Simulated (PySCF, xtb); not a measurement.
B(OH)2(OMe) (CH5BO3), SMILES COB(O)O.

GFN2-xTB (xtb) at its own geometry gives an orbital gap of 8.26 eV and a dipole moment of 2.86 D.

Geometry optimised at B3LYP-D3(BJ)/def2-SVP. One conformer was computed; it need not be the lowest.

Q: What does PBE/def2-TZVP (PySCF) give? (An estimate is asked for; the answer gives what the named calculation found.)

A: gap 6.01 eV (levels -6.67 and -0.66 eV), dipole 2.64 D.
